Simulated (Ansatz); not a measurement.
A structure relaxed at PBE0-D4/def2-TZVP, charge 0, multiplicity 1:

```
atom   x (Å)   y (Å)   z (Å)
  C1  -0.892   1.359   0.521
  N2  -0.090   0.295  -0.034
  C3   0.607   0.692  -1.235
 Al4   0.051  -1.321   0.645
  S5   1.313  -2.801  -0.330
 Br6  -1.071  -1.856   2.527
  H7  -1.654   1.700  -0.193
  H8  -1.405   1.029   1.426
  H9  -0.274   2.230   0.783
 H10   1.205  -0.131  -1.636
 H11  -0.094   1.005  -2.021
 H12   1.287   1.533  -1.045
 H13   1.018  -3.733   0.592
```

(1) Give its formula and SMILES.

(2) Point group (tolerance 0.08 Å, 0.16 Å for H)?

(3) Summarise the bond lengths by kind.

## Answers

(1) C2H7AlBrNS, `C[N](C)[Al]([SH])[Br]`.

(2) Cs.

(3) 2 × C–N 1.444 Å; 6 × C–H 1.092 to 1.099 Å; 1 × Al–N 1.759 Å; 1 × Al–S 2.176 Å; 1 × Al–Br 2.255 Å; 1 × H–S 1.344 Å.

Program: Ansatz 0.2.0.
